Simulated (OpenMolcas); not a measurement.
# GeSiH4O (SMILES [SiH3][O][GeH]): the dipole moment, rung by rung

The species is GeSiH4O (7 atoms), meant as a singlet with charge 0. SMILES: `[SiH3][O][GeH]`. The coordinates come from a PBE0-D4/def2-TZVP relaxation. This is one conformer, not always the lowest.

```xyz
7

Si   -0.7417    0.6509   -0.2965
O     0.5335   -0.1393    0.3737
Ge    1.2614   -1.7562    0.1342
H    -1.4092   -0.1976   -1.3238
H    -0.2609    1.9013   -0.9375
H    -1.7225    0.9881    0.7664
H     2.4008   -1.5151    1.2380
```

Quantity: the dipole moment, in D. The values are calculated.

```
          level           kind     program  value (D)  CPU time
  BLYP/def2-SVP            GGA  OpenMolcas       0.74      23 s
   PBE/def2-SVP            GGA  OpenMolcas       0.66      23 s
revPBE/def2-SVP            GGA  OpenMolcas       0.68      24 s
 M06-L/def2-SVP       meta-GGA  OpenMolcas       0.84      32 s
  TPSS/def2-SVP       meta-GGA  OpenMolcas       0.71      33 s
r2SCAN/def2-SVP       meta-GGA  OpenMolcas       0.70      31 s
 B3LYP/def2-SVP  global hybrid  OpenMolcas       0.85      23 s
 BHLYP/def2-SVP  global hybrid  OpenMolcas       0.98      22 s
```

All-electron rows without a relativistic Hamiltonian named are non-relativistic. The values span 0.66 to 0.98 D. Magnitudes only. Times are those of the runs behind each value, whatever else they computed, on shared processors of several kinds: orders of magnitude only.
